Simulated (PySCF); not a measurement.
PySCF 2.14 output of an unrestricted r2SCAN calculation on a single atom or ion in aug-cc-pwCVTZ-DK3, with scalar relativity by spin-free X2C-1e:

```
SCF conv_tol = 1e-09
number electrons alpha = 27  beta = 25
    J. W. Furness, A. D. Kaplan, J. Ning, J. P. Perdew, and J. Sun.,  J. Phys. Chem. Lett. 11, 8208-8215 (2020)
    J. W. Furness, A. D. Kaplan, J. Ning, J. P. Perdew, and J. Sun.,  J. Phys. Chem. Lett. 11, 9248-9248 (2020)
    J. W. Furness, A. D. Kaplan, J. Ning, J. P. Perdew, and J. Sun.,  J. Phys. Chem. Lett. 11, 8208-8215 (2020)
    J. W. Furness, A. D. Kaplan, J. Ning, J. P. Perdew, and J. Sun.,  J. Phys. Chem. Lett. 11, 9248-9248 (2020)
cycle= 1 E= -6480.57374638533  delta_E= -0.0132  |g|= 0.0488  |ddm|= 0.317
cycle= 2 E= -6480.57393450874  delta_E= -0.000188  |g|= 0.0249  |ddm|= 0.121
cycle= 3 E= -6480.5742252052  delta_E= -0.000291  |g|= 0.0228  |ddm|= 0.074
cycle= 4 E= -6480.57439013216  delta_E= -0.000165  |g|= 0.00192  |ddm|= 0.0241
cycle= 5 E= -6480.5743985066  delta_E= -8.37e-06  |g|= 0.000732  |ddm|= 0.0115
cycle= 6 E= -6480.57440075662  delta_E= -2.25e-06  |g|= 0.000136  |ddm|= 0.00733
cycle= 7 E= -6480.57440087099  delta_E= -1.14e-07  |g|= 3.27e-05  |ddm|= 0.00189
cycle= 8 E= -6480.57440087534  delta_E= -4.35e-09  |g|= 4.23e-06  |ddm|= 0.000436
cycle= 9 E= -6480.57440087543  delta_E= -8.82e-11  |g|= 5.28e-07  |ddm|= 8.99e-05
converged SCF energy = -6480.57440087543  <S^2> = 2.0134393  2S+1 = 3.0089462
```

The run itself started from symmetry-adapted Hartree-Fock orbitals and held the occupation by maximum overlap, on a logarithmic radial grid, so the iterations belong to that start.

Question: Which element, charge and spin multiplicity is this?

Answer: Sb⁻ (antimony, charge -1), multiplicity 3; the state was [Kr] 4d10 5s2 5p4, high-spin 3P determinant.

At r2SCAN the highest occupied level has a positive energy, so only the finite basis holds that electron; in a semilocal or global hybrid functional this comes from self-interaction and does not mean that the real anion is unbound.
